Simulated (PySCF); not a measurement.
## Optical rotation: `N#C[Si@H]([SiH3])[Si@@H](O)[SiH3]`, CH9NOSi4

Geometry (Å), atoms numbered from 1 in this order:
```xyz
16

N     0.147   -3.324   -1.119
C     0.461   -2.248   -0.869
Si    0.963   -0.505   -0.418
Si    2.895   -0.661    0.869
Si   -0.972    0.465    0.427
O    -0.256    1.821    1.021
Si   -2.767    0.978   -0.951
H     1.265    0.019   -1.771
H     2.608   -1.249    2.181
H     3.452    0.675    1.104
H     3.951   -1.468    0.252
H    -1.457   -0.296    1.602
H    -0.732    2.485    1.510
H    -2.580    2.258   -1.650
H    -4.041    1.114   -0.231
H    -2.944   -0.056   -1.969
```

Level of theory: PySCF, TDDFT LC-wPBE/aug-cc-pVDZ circular dichroism and optical rotation, one conformer, gas phase. Geometry: GFN2-xTB.

The molecule is flexible and this is one conformer; a measurement averages over conformers.

Stereocentres: Si3 R, Si5 S.

Problem. Give the optical rotatory dispersion at 633, 589.3, 546, 436, 405, 365, 355 nm.

Solution. [α] in deg dm⁻¹ (g/mL)⁻¹:
| λ (nm) | origin-invariant length gauge | modified velocity gauge | length gauge (centre of mass) | isotropic polarisability (au) |
| --- | --- | --- | --- | --- |
| 633 | -0.3 | +7.0 | -0.4 | 139.4 |
| 589.3 | +0.1 | +8.5 | 0.0 | 140.2 |
| 546 | +0.7 | +10.6 | +0.6 | 141.2 |
| 436 | +4.8 | +21.0 | +4.5 | 145.5 |
| 405 | +7.1 | +26.2 | +6.7 | 147.5 |
| 365 | +10.5 | +34.8 | +9.9 | 151.2 |
| 355 | +11.1 | +37.0 | +10.5 | 152.3 |

Where the gauges differ in sign the basis doesn't settle the rotation.

The first excitation lies at 5.91 eV (210 nm) with R = -76.4 × 10⁻⁴⁰ esu² cm² (velocity form).
